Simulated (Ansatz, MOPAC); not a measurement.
Molecule: HBOCl (charge +1, singlet). SMILES: [OH+]=BCl

Atoms: B1, O2, Cl3, H4. Bonds: B1-O2, B1-Cl3, O2-H4.

Bond lengths (Å) and angles (degrees) optimised at PM7 with MOPAC; MNDO with MOPAC; PBE/6-31G* with Ansatz (a quantum-chemistry and plane-wave program), each started from the B3LYP-D3(BJ)/def2-TZVP structure (Ansatz) of the last column. A row stands for all coordinates that are equal there. 6-31G* holds six Cartesian d functions. No wavenumbers were computed at MNDO, PBE/6-31G*, so these may be saddle points.

```json
[
 {"coordinate": "B1-O2", "PM7": "1.241", "MNDO": "1.212", "PBE/6-31G*": "1.261", "B3LYP-D3(BJ)/def2-TZVP": "1.244"},
 {"coordinate": "B1-Cl3", "PM7": "1.584", "MNDO": "1.670", "PBE/6-31G*": "1.633", "B3LYP-D3(BJ)/def2-TZVP": "1.623"},
 {"coordinate": "O2-H4", "PM7": "0.947", "MNDO": "0.948", "PBE/6-31G*": "0.982", "B3LYP-D3(BJ)/def2-TZVP": "0.969"},
 {"coordinate": "O2-B1-Cl3", "PM7": "180.0", "MNDO": "176.6", "PBE/6-31G*": "174.1", "B3LYP-D3(BJ)/def2-TZVP": "175.7"},
 {"coordinate": "B1-O2-H4", "PM7": "180.0", "MNDO": "167.6", "PBE/6-31G*": "139.3", "B3LYP-D3(BJ)/def2-TZVP": "142.9"}
]
```

Mean signed difference of all 3 bond lengths from B3LYP-D3(BJ)/def2-TZVP: PM7 -0.022 Å, MNDO -0.003 Å, PBE/6-31G* 0.013 Å.
